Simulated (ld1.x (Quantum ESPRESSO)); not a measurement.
# Which change was made? (H, TM)

| Property | Result |
| --- | --- |
| Element | hydrogen (H) |
| Generator | ld1.x (Quantum ESPRESSO) 7.5 |
| Type | norm-conserving Troullier–Martins (Kleinman–Bylander form) |
| Functional | PBE |
| Relativity | scalar-relativistic |
| Frozen core | none |
| Valence charge | 1 |
| Reference configuration | 1s1 |
| Partial waves | 1s (bound): rc 0.95 bohr |
| Local potential | the s channel |
| Core correction | none |

Cutoffs, loose and tight: the cutoffs (Ry, on a coarse ladder) from which the occupation-weighted sum of valence levels, in a spherical-Bessel basis at the reference potential, stays within 10 and 1 mRy of its value at 400 Ry. They do not see the model core or the augmentation charge, which bear on the density cutoff. Test errors are all-electron minus pseudo excitation energies from the reference, over the configurations 1s0.5; variants that change the core or the reference have their own tests.

The base gives: outcome: generated; cutoff, loose: 30 Ry; cutoff, tight: 50 Ry; bound ghosts: none.

(1) After one change the result is: outcome: generated; cutoff, loose: 25 Ry; cutoff, tight: 45 Ry; bound ghosts: none. Which change was it?
A. wave 1s (bound): rc 0.95 bohr becomes 1s (bound): rc 1.22 bohr
B. wave 1s (bound): rc 0.95 bohr becomes 1s (bound): rc 0.74 bohr
C. wave 1s (bound): rc 0.95 bohr becomes 1s (bound): rc 1.04 bohr

Answers

(1) C. The others give: wave 1s (bound): rc 0.95 bohr becomes 1s (bound): rc 1.22 bohr → outcome: generated; cutoff, loose: 21 Ry; cutoff, tight: 35 Ry; bound ghosts: none | wave 1s (bound): rc 0.95 bohr becomes 1s (bound): rc 0.74 bohr → outcome: generated; cutoff, loose: 35 Ry; cutoff, tight: 70 Ry; bound ghosts: none.
